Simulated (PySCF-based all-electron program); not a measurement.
The numbers below are computed, except where a source is named.
Rest lengths of diatomic molecules M–Li in all-electron scalar-relativistic PBE near the basis limit (in-house program on PySCF, no spin–orbit coupling, lowest state found of the spin given), each from a Morse curve fitted to the bond forces. Singlets are spin-restricted; Koelling–Harmon or spin-free Dirac relativity. In part, the state lies near an instability.

| M | spin state | rest length (Å) |
| --- | --- | --- |
| Na | singlet | 2.92 |
| K | singlet | ? |
| Cu | singlet | ? |
| Rb | singlet | 3.52 |
| Ag | singlet | 2.37 |
| Cs | singlet | 3.72 |

(1) Fill in the missing lengths.

Answers

(1) K–Li 3.37 Å; Cu–Li 2.24 Å.
